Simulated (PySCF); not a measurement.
Compound: C7H13Al.
SMILES with atom numbers: `[CH2:1]1[CH2:2][AlH:3][C@@H:4]([CH:5]2[CH2:6][CH2:7]2)[CH2:8]1`

NICS = −σ at a ghost point: NICS(0) at the centroid of the ring atoms, NICS(1) 1 Å to either side along the normal of their mean plane, zz for the tensor component along that normal. Level: GIAO PBE0/pcSseg-1 (PySCF, non-relativistic, gas phase) on the PBE0-D3(BJ)/def2-SVP geometry, one conformer.

Ring bond lengths (Å), with Mayer bond orders in brackets: C1–C2 1.542 (1.01), C2–Al3 1.967 (0.87), Al3–C4 1.979 (0.83), C4–C8 1.542 (0.98), C8–C1 1.536 (1.03); C5–C6 1.505 (0.94), C6–C7 1.503 (0.97), C7–C5 1.499 (0.96).

Problem. What do the NICS probes read (ppm)?

Solution. 
```
           ring                                              type  NICS(0)  NICS(1), two faces  NICS(1)zz, two faces  rms pucker (Å)  centre to ring atoms, mean (Å)
C1–C2–Al3–C4–C8  5-membered ring with Al; formal bonds all single     -2.8         -2.6 / -3.1           -0.4 / -1.1            0.19                            1.43
       C5–C6–C7    3-membered carbocycle; formal bonds all single    -43.1         -8.6 / -8.4         -23.3 / -20.2            0.00                            0.87
```

Problem. What do they say, and how far can they be read as aromaticity?

Solution. 
- C1–C2–Al3–C4–C8: mean NICS(1)zz -0.7 ppm, near zero. C1, C2, C4, C8 have four or more neighbours, and the NICS criterion for π rings isn't applied.
- C5–C6–C7: mean NICS(1)zz -21.7 ppm, shielded. C5, C6, C7 have four or more neighbours, and the NICS criterion for π rings isn't applied. The two faces differ by 3.1 ppm, so no symmetry operation interchanges them. NICS(0) lies 35 ppm below the mean NICS(1).

Problem. List the ring angles and the Hirshfeld charges of the ring atoms.

Solution. 
- C1–C2–Al3–C4–C8: C1 111.2° (-0.073 e), C2 100.7° (-0.225 e), Al3 96.5° (+0.530 e), C4 99.9° (-0.164 e), C8 111.5° (-0.075 e); sum 519.7° against 540° for a flat convex ring.
- C5–C6–C7: C5 60.0° (-0.046 e), C6 59.8° (-0.096 e), C7 60.2° (-0.094 e); sum 180.0° against 180° for a flat convex ring.
